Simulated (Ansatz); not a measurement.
The cluster Sn4Cl4, relaxed as a singlet with RKS PBE0-D4/def2-SVP in Ansatz, starting from the GFN1-xTB geometry. Force threshold 0.02 eV/Å.

In the def2 sets Sn takes a core potential; there is no spin–orbit coupling. Another isomer (singlet) lies 0.16 eV lower at PBE0-D4/def2-TZVP; other spin states weren't run for this one.

Start:

```xyz
8

Sn   -0.105   -1.775   -0.021
Sn   -2.180    0.206    0.724
Sn    0.311    1.308   -0.281
Sn    2.052   -0.405   -1.743
Cl   -3.039    1.842    2.223
Cl    2.334   -2.436    0.016
Cl    0.523    1.430   -2.944
Cl    0.105   -0.170    2.025
```

```
step  energy (eV)  largest force component (eV/Å)  SCF passes
   1  -73392.9861                           1.128          17
   2  -73393.2815                           0.430          28
   3  -73393.3800                           0.241          22
   4  -73393.4215                           0.186          22
   5  -73393.4697                           0.165          21
   6  -73393.4990                           0.104          21
   7  -73393.5185                           0.090          21
   8  -73393.5378                           0.216          22
   9  -73393.5530                           0.230          21
  10  -73393.5708                           0.159          21
  11  -73393.5885                           0.161          22
  12  -73393.5894                           0.277          21
  13  -73393.6011                           0.081          21
  14  -73393.6058                           0.167          21
  15  -73393.6139                           0.129          20
  16  -73393.6157                           0.053          22
  17  -73393.6175                           0.110          21
  18  -73393.6192                           0.222          21
  19  -73393.6238                           0.072          22
  20  -73393.6261                           0.055          21
  21  -73393.6310                           0.157          20
  22  -73393.6316                           0.266          21
  23  -73393.6342                           0.264          21
  24  -73393.6420                           0.116          22
  25  -73393.6462                           0.090          20
  26  -73393.6491                           0.097          20
  27  -73393.6515                           0.070          21
  28  -73393.6540                           0.039          22
  29  -73393.6544                           0.019          22
```

Force components are those of the run's own axes.

End:

```xyz
8

Sn    0.7432   -2.3747   -0.1519
Sn   -2.3519    1.0381    0.8912
Sn   -0.0522    0.9934   -0.9623
Sn    2.4632   -0.1681   -1.2498
Cl   -0.7824    1.7097    2.6048
Cl    2.2357   -0.8688    1.3324
Cl   -0.6739    1.1693   -3.2837
Cl   -1.5817   -1.4988    0.8194
```

Bonds lost: Sn3–Cl8, Sn4–Cl7 (atoms count from 1). Metal–metal contacts that move far: Sn1–Sn2 2.96 to 4.72 Å.

No frequencies were taken in this run, so the end may be a saddle point.

Hardware: 4 threads of Arm Neoverse N1 on a shared host. Wall time 5.7 min, peak host memory 0.77 GiB.
